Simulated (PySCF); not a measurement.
Er⁶²⁺: ionisation energy

Er⁶²⁺ [He] 2s2 2p2 (3P) → Er⁶³⁺ [He] 2s2 2p1 (2P), as a difference of total energies. Calculation: PySCF 2.14, in an uncontracted even-tempered set (19 s from 39 bohr⁻², ratio 2.2; 13 p from 51 bohr⁻², ratio 2.2; 5 d from 190 bohr⁻², ratio 2.4; 5 f from 280 bohr⁻², ratio 2.4; 4 g from 430 bohr⁻², ratio 2.4); the spin-free X2C one-electron Hamiltonian (Gaussian nucleus). Correlated levels: nothing frozen; virtual orbitals above 40 to 60 times the deepest correlated orbital energy dropped. The calculations carry no spin-orbit coupling.

| method | ionisation energy (eV) |
| --- | --- |
| UHF | 14524.8 |
| LDA | 14517.1 |
| PBE | 14522.4 |
| PBE0 | 14523.3 |
| r2SCAN | 14528.3 |
| r2SCANh | 14528.1 |
| BLYP | 14524.3 |
| MP2 (all electrons) | 14524.7 |
| SCS-MP2 (all electrons) | 14524.3 |

Spin-orbit coupling is strong in these open shells (close to jj coupling). The scalar numbers leave it out and a first-order estimate fails, so it can dominate the gap to the real levels.

For this ion Breit and QED terms and the two-electron picture change, all absent here, outweigh the differences among the correlated methods.

For comparison: 15146 ± 15 eV (theoretical estimate listed by NIST; NIST Atomic Spectra Database, ionization energies).
